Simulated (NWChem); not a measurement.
System: CH₆O₂Si₂; SMILES O[Si@@H]1CO[SiH2]1

Here is an NWChem input.

```
start job
memory heap 200 mb stack 900 mb global 1100 mb
geometry units angstroms noautosym nocenter noautoz
  O      0.176755    -2.176987    -0.727287
  Si    -0.088529    -0.904157     0.316493
  C     -1.496525     0.331598    -0.134122
  O     -0.773951     1.567748    -0.036990
  Si     0.884055     1.196394     0.017357
  H      0.106070    -3.064258    -0.365309
  H     -0.192884    -1.432198     1.717228
  H     -1.886977     0.177773    -1.157181
  H     -2.362151     0.350110     0.550793
  H      1.574729     1.942421     1.113146
  H      1.602512     1.495928    -1.260915
end
basis spherical
  O library 6-31g*
  Si library 6-31g*
  C library 6-31g*
  H library 6-31g*
end
dft
  xc m05-2x
  iterations 150
end
cosmo
  do_cosmo_smd true
  solvent octanol
end
task dft energy
```

NWChem printed, in part:

```
             Northwest Computational Chemistry Package (NWChem) 7.3.0
             --------------------------------------------------------

                             Geometry "geometry" -> ""
                             -------------------------

 Output coordinates in angstroms (scale by  1.889725989 to convert to a.u.)

  No.       Tag          Charge          X              Y              Z
 ---- ---------------- ---------- -------------- -------------- --------------
    1 O                    8.0000     0.17675500    -2.17698700    -0.72728700
    2 Si                  14.0000    -0.08852900    -0.90415700     0.31649300
    3 C                    6.0000    -1.49652500     0.33159800    -0.13412200
    4 O                    8.0000    -0.77395100     1.56774800    -0.03699000
    5 Si                  14.0000     0.88405500     1.19639400     0.01735700
    6 H                    1.0000     0.10607000    -3.06425800    -0.36530900
    7 H                    1.0000    -0.19288400    -1.43219800     1.71722800
    8 H                    1.0000    -1.88697700     0.17777300    -1.15718100
    9 H                    1.0000    -2.36215100     0.35011000     0.55079300
   10 H                    1.0000     1.57472900     1.94242100     1.11314600
   11 H                    1.0000     1.60251200     1.49592800    -1.26091500

 Effective nuclear repulsion energy (a.u.)     297.9219871192

                                 NWChem DFT Module
                                 -----------------

 Summary of "ao basis" -> "ao basis" (spherical)
 ------------------------------------------------------------------------------
       Tag                 Description            Shells   Functions and Types
 ---------------- ------------------------------  ------  ---------------------
 O                           6-31g*                  6       14   3s2p1d
 Si                          6-31g*                  8       18   4s3p1d
 C                           6-31g*                  6       14   3s2p1d
 H                           6-31g*                  2        2   2s

 in cosmo_initialize ...
 calling solv_data for solv:octanol

 solvent parameters
 solvname_short: octanol
 solvname_long:  1-octanol
 dielec:        9.8629
 dielecinf:     2.0435
 nonaqueous SMD model solvent descriptors
 dielec:        9.8629
 sola:          0.3700
 solb:          0.4800
 solc:          0.0000
 solg:         39.0100
 solh:          0.0000
 soln:          1.4295

          ---------------
          -cosmo- solvent
          ---------------
 Cosmo: York-Karplus, doi: 10.1021/jp992097l
 dielectric constant -eps-     =   9.86
 screen = (eps-1)/(eps    )    =   0.89861
 surface charge correction     = lagrangian

   van der Waals surface
 --------------------------

 ---------- ATOMIC COORDINATES (A.U.) ------------ VDWR(ANG.) --
     1    0.33401852   -4.11390891   -1.37437315     1.628
     2   -0.16729555   -1.70860898    0.59808505     2.470
     3   -2.82802219    0.62662936   -0.25345383     1.850
     4   -1.46255532    2.96261414   -0.06990096     1.628
     5    1.67062171    2.26085683    0.03279997     2.470
     6    0.20044324   -5.79060798   -0.69033391     1.200
     7   -0.36449791   -2.70646178    3.24509038     1.200
     8   -3.56586948    0.33594226   -2.18675501     1.200
     9   -4.46381813    0.66161197    1.04084785     1.200
    10    2.97580632    3.67064344    2.10354093     1.200
    11    3.02830857    2.82689402   -2.38278384     1.200
 number of segments per atom =        128
 number of   points per atom =        128
 atom (   nspa,  nppa )
 ----------------------
    1 (     49,     0 )       0
    2 (     66,     0 )       0
    3 (     38,     0 )       0
    4 (     39,     0 )       0
    5 (     80,     0 )       0
    6 (     56,     0 )       0
    7 (     33,     0 )       0
    8 (     54,     0 )       0
    9 (     52,     0 )       0
   10 (     33,     0 )       0
   11 (     34,     0 )       0
 number of -cosmo- surface points =      534
 molecular surface =    133.858 angstrom**2
 molecular volume  =    125.109 angstrom**3
 -lineq- algorithm             =   0
 -bem- low  level              =   3
 -bem- from -octahedral-
 gaussian surface charge width =   4.50000
 degree of switching           =   1.00000
 switching function tolerance  =   0.00010
 atomic radii =
 --------------
    1  8.000  1.628
    2 14.000  2.470
    3  6.000  1.850
    4  8.000  1.628
    5 14.000  2.470
    6  1.000  1.200
    7  1.000  1.200
    8  1.000  1.200
    9  1.000  1.200
   10  1.000  1.200
   11  1.000  1.200
 ...... end of -cosmo- initialization ......

 nat:                    11
 ixmem:                  6636
 calling mnsol_interface()
 G(SMD-CDS) energy (kcal/mol)  =     1.003
 SMD-CDS SASA (angstrom**2)    =   159.793

            General Information
            -------------------
          SCF calculation type: DFT
          Wavefunction type:  closed shell.
          No. of atoms     :    11
          No. of electrons :    56
           Alpha electrons :    28
            Beta electrons :    28
          Charge           :     0
          Spin multiplicity:     1
          Use of symmetry is: off; symmetry adaption is: off
          Maximum number of iterations: 150
          AO basis - number of functions:    90
                     number of shells:    46
          Convergence on energy requested:  1.00D-06
          Convergence on density requested:  1.00D-05
          Convergence on gradient requested:  5.00D-04

              XC Information
              --------------
                       M05-2X Method XC Functional
                     Hartree-Fock (Exact) Exchange  0.560
                M05-2X metaGGA Exchange Functional  0.440
                      M05-2X Correlation Potential  1.000

             Grid Information
             ----------------
          Grid used for XC integration:  medium
          Radial quadrature: Mura-Knowles
          Angular quadrature: Lebedev.
          Tag              B.-S. Rad. Rad. Pts. Rad. Cut. Ang. Pts.
          ---              ---------- --------- --------- ---------
          O                   0.60       49          11.0       434
          Si                  1.10       88          11.0       590
          C                   0.70       49          10.0       434
          H                   0.35       45          12.0       434
          Grid pruning is: on
          Number of quadrature shells:   593
          Spatial weights used:  Erf1

      Superposition of Atomic Density Guess
      -------------------------------------

 Sum of atomic energies:        -767.79296889

      Non-variational initial energy
      ------------------------------

 Total energy =    -769.791956
 1-e energy   =   -1653.953832
 2-e energy   =     586.239889
 HOMO         =      -0.270917
 LUMO         =       0.010640

   convergence    iter        energy       DeltaE   RMS-Dens  Diis-err
 ---------------- ----- ----------------- --------- --------- ---------
     COSMO gas phase
 d= 0,ls=0.0,diis     1   -770.9915513049 -1.07D+03  1.33D-02  8.42D-01
 d= 0,ls=0.0,diis     2   -770.9873713313  4.18D-03  6.60D-03  1.08D+00
 d= 0,ls=0.0,diis     3   -771.0879565223 -1.01D-01  9.14D-04  1.42D-02
 d= 0,ls=0.0,diis     4   -771.0892878628 -1.33D-03  3.42D-04  1.18D-03
 d= 0,ls=0.0,diis     5   -771.0893941437 -1.06D-04  1.27D-04  3.17D-04
  Resetting Diis
 d= 0,ls=0.0,diis     6   -771.0894262753 -3.21D-05  3.62D-05  7.20D-06
 d= 0,ls=0.0,diis     7   -771.0894274405 -1.17D-06  1.32D-05  6.69D-07
 d= 0,ls=0.0,diis     8   -771.0894274945 -5.40D-08  5.27D-06  4.24D-07

   convergence    iter        energy       DeltaE   RMS-Dens  Diis-err
 ---------------- ----- ----------------- --------- --------- ---------
     COSMO solvation phase
 d= 0,ls=0.0,diis     1   -771.0993891214 -9.96D-03  1.48D-03  5.52D-03
 d= 0,ls=0.0,diis     2   -771.1006520745 -1.26D-03  4.16D-04  1.77D-03
 d= 0,ls=0.0,diis     3   -771.1007836660 -1.32D-04  1.90D-04  5.80D-04
 d= 0,ls=0.0,diis     4   -771.1008448461 -6.12D-05  5.70D-05  1.87D-05
 d= 0,ls=0.0,diis     5   -771.1008473424 -2.50D-06  1.59D-05  2.22D-06
 d= 0,ls=0.0,diis     6   -771.1008476158 -2.73D-07  5.35D-06  2.35D-07

         Total DFT energy =     -771.100847615758
      One electron energy =    -1658.780882624009
           Coulomb energy =      656.228184518004
    Exchange-Corr. energy =      -66.763994961227
 Nuclear repulsion energy =      297.921987119216

             COSMO energy =        0.293858332260

 Numeric. integr. density =       55.999990444697

                                COSMO-SMD solvation results
                                ---------------------------

             internal energy in gas <Psi(g)|H|Psi(g)> =      -771.089427494455
         internal energy in solvent <Psi(s)|H|Psi(s)> =      -771.087724595216
                               delta internal energy  =         0.001702899239 (    1.07 kcal/mol)
   total free energy in solvent <Psi(s)|H+V/2|Psi(s)> =      -771.102446038249
 polarization energy contribution <Psi(s)|V/2|Psi(s)> =        -0.014721443033 (   -9.24 kcal/mol)
    total free energy in solvent including G(SMD-CDS) =      -771.100847615758
                       G(SMD-CDS) energy contribution =         0.001598422491 (    1.00 kcal/mol)
     1 M fixed-concentration free energy of solvation =        -0.011420121303 (   -7.17 kcal/mol)

                       DFT Final Molecular Orbital Analysis
                       ------------------------------------

 Vector   26  Occ=2.000000D+00  E=-3.577948D-01
              MO Center= -4.7D-01,  9.2D-01,  5.9D-02, r^2= 3.3D+00
   Bfn.  Coefficient  Atom+Function         Bfn.  Coefficient  Atom+Function
  ----- ------------  ---------------      ----- ------------  ---------------
    51      0.357793   4 O  pz               55      0.289848   4 O  pz
    50      0.229059   4 O  py               49     -0.193575   4 O  px
    88     -0.180719  10 H  s                54      0.176949   4 O  py
    90      0.158975  11 H  s                22      0.148338   2 Si py
    53     -0.142894   4 O  px               36     -0.138344   3 C  py

 Vector   27  Occ=2.000000D+00  E=-3.339944D-01
              MO Center= -5.6D-01,  5.8D-01,  3.3D-02, r^2= 3.5D+00
   Bfn.  Coefficient  Atom+Function         Bfn.  Coefficient  Atom+Function
  ----- ------------  ---------------      ----- ------------  ---------------
    51      0.331017   4 O  pz               55      0.274143   4 O  pz
    50     -0.235888   4 O  py               82      0.211548   7 H  s
    22     -0.198777   2 Si py               90      0.190539  11 H  s
    54     -0.187227   4 O  py               37     -0.170099   3 C  pz
    84      0.163770   8 H  s                23      0.161387   2 Si pz

 Vector   28  Occ=2.000000D+00  E=-3.110928D-01
              MO Center=  2.1D-01,  8.1D-02,  6.6D-02, r^2= 3.4D+00
   Bfn.  Coefficient  Atom+Function         Bfn.  Coefficient  Atom+Function
  ----- ------------  ---------------      ----- ------------  ---------------
    68      0.363233   5 Si py               21     -0.314825   2 Si px
    35      0.215766   3 C  px                3      0.198321   1 O  px
    70     -0.186514   5 Si s                 7      0.178498   1 O  px
    38      0.166976   3 C  s                39      0.166135   3 C  px
    72      0.159523   5 Si py               66     -0.151901   5 Si s

 Vector   29  Occ=0.000000D+00  E= 2.855589D-02
              MO Center=  5.3D-01,  5.4D-01,  1.6D-01, r^2= 5.6D+00
   Bfn.  Coefficient  Atom+Function         Bfn.  Coefficient  Atom+Function
  ----- ------------  ---------------      ----- ------------  ---------------
    26      0.784487   2 Si py               72      0.767447   5 Si py
    70     -0.625631   5 Si s                24      0.502046   2 Si s
    52     -0.483403   4 O  s                71     -0.455166   5 Si px
    90      0.254269  11 H  s                 6      0.230494   1 O  s
    25      0.225411   2 Si px               22      0.207046   2 Si py

 Vector   30  Occ=0.000000D+00  E= 4.991384D-02
              MO Center=  3.5D-01, -1.1D-01,  2.8D-02, r^2= 5.1D+00
   Bfn.  Coefficient  Atom+Function         Bfn.  Coefficient  Atom+Function
  ----- ------------  ---------------      ----- ------------  ---------------
     6      0.558752   1 O  s                27      0.545472   2 Si pz
    73      0.450067   5 Si pz               88     -0.426178  10 H  s
    26      0.327823   2 Si py               90      0.309443  11 H  s
    71      0.288046   5 Si px               82     -0.287714   7 H  s
    86     -0.267181   9 H  s                23      0.240087   2 Si pz

 Vector   31  Occ=0.000000D+00  E= 7.066224D-02
              MO Center=  5.1D-01, -2.0D-01,  2.4D-01, r^2= 5.8D+00
   Bfn.  Coefficient  Atom+Function         Bfn.  Coefficient  Atom+Function
  ----- ------------  ---------------      ----- ------------  ---------------
    25      0.933029   2 Si px               72      0.817975   5 Si py
    24      0.779006   2 Si s                71      0.700094   5 Si px
    38      0.690950   3 C  s                70     -0.673814   5 Si s
    21      0.290713   2 Si px               82     -0.278932   7 H  s
    88     -0.279503  10 H  s                52      0.227274   4 O  s

     Multipole analysis of the density
     ---------------------------------

     L   x y z        total         alpha         beta         nuclear
     -   - - -        -----         -----         ----         -------
     0   0 0 0     -0.000000    -28.000000    -28.000000     56.000000

     1   1 0 0      0.053862      3.596676      3.596676     -7.139489
     1   0 1 0     -1.364809     -1.321860     -1.321860      1.278910
     1   0 0 1      0.528326      1.820623      1.820623     -3.112919

     2   2 0 0    -31.778660    -94.037862    -94.037862    156.297064
     2   1 1 0      2.334085     -6.707512     -6.707512     15.749109
     2   1 0 1      0.560389     -0.563098     -0.563098      1.686585
     2   0 2 0    -30.997056   -207.133374   -207.133374    383.269691
     2   0 1 1     -1.843785    -13.676204    -13.676204     25.508622
     2   0 0 2    -34.793208    -41.163431    -41.163431     47.533654
```

Level: M05-2X/6-31G* (spherical d), SMD on the gas-phase geometry. Structure relaxed at the PBE0/def2-SVP level. Solvent: 1-octanol.
